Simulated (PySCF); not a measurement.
Atoms are numbered as in `[F:1][P:2]([F:3])[P:4]([SiH3:5])[SiH3:6]`; H(Xn) means a hydrogen on atom n.

PySCF 2.14 calculation with NMR shieldings at B97-2/pcSseg-2/GIAO and structure optimised with PBE0-D3(BJ)/def2-SVP; gas phase, one computed conformer, equivalent nuclei averaged, relativity neglected.

δ = σ(ref) − σ, references computed at the same level: 1H, 29Si vs TMS; 19F vs CFCl3; 31P against H3PO4.

```json
{"atoms": "H(Si5)/H(Si6)", "nucleus": "1H", "count": "6", "δ (ppm)": "4.08"}
{"atoms": "P4", "nucleus": "31P", "count": "1", "δ (ppm)": "-218.6"}
{"atoms": "F1/F3", "nucleus": "19F", "count": "2", "δ (ppm)": "-85.0"}
{"atoms": "P2", "nucleus": "31P", "count": "1", "δ (ppm)": "?"}
{"atoms": "Si5/Si6", "nucleus": "29Si", "count": "2", "δ (ppm)": "?"}
```

Estimate the values marked ?.

Answers


- P2: 313.2 ppm, phosphorus bonded to 2 F, P
- Si5/Si6: -76.0 ppm, silicon bonded to P, 3 H

Unscaled 19F shifts against computed CFCl3 carry errors that often reach 10 to 50 ppm. Experimental scales use liquid or dissolved standards, which lie at an offset from isolated H3PO4.
